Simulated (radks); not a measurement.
All-electron atom: Ag in [Kr] 4d10 5s1. Calculated with a radial shooting solver on a logarithmic mesh with Libxc functionals: scalar-relativistic Kohn-Sham, SCAN, spin-polarised, spherical densities, finite nucleus; open shells are filled with parallel spins first (spin-orbit coupling, left out, can overturn this in heavy ions); meta-GGA in the generalised Kohn-Sham scheme; Fermi nuclear charge, rms radius 4.5454 fm.

Unscreened Slater integrals over Kohn-Sham orbitals (hartree). They are taken over the spin-up orbitals.

| integral | value |
|---|---|
| F0(5s,5s) | 0.29564 |
| F0(5s,4d) | 0.36585 |
| G2(5s,4d) | 0.062380 |
| F0(5s,4p) | 0.38013 |
| G1(5s,4p) | 0.019052 |
| F0(5s,4s) | 0.38259 |
| G0(5s,4s) | 0.012235 |
| F0(4d,4d) | 0.64201 |
| F2(4d,4d) | 0.30981 |
| F4(4d,4d) | 0.19964 |
| F0(4d,4p) | 0.74319 |
| F2(4d,4p) | 0.35608 |
| G1(4d,4p) | 0.44443 |
| G3(4d,4p) | 0.26986 |
| F0(4d,4s) | 0.76620 |
| G2(4d,4s) | 0.32340 |
| F0(4p,4p) | 0.89807 |
| F2(4p,4p) | 0.47081 |
| F0(4p,4s) | 0.93746 |
| G1(4p,4s) | 0.63647 |
| F0(4s,4s) | 0.98301 |
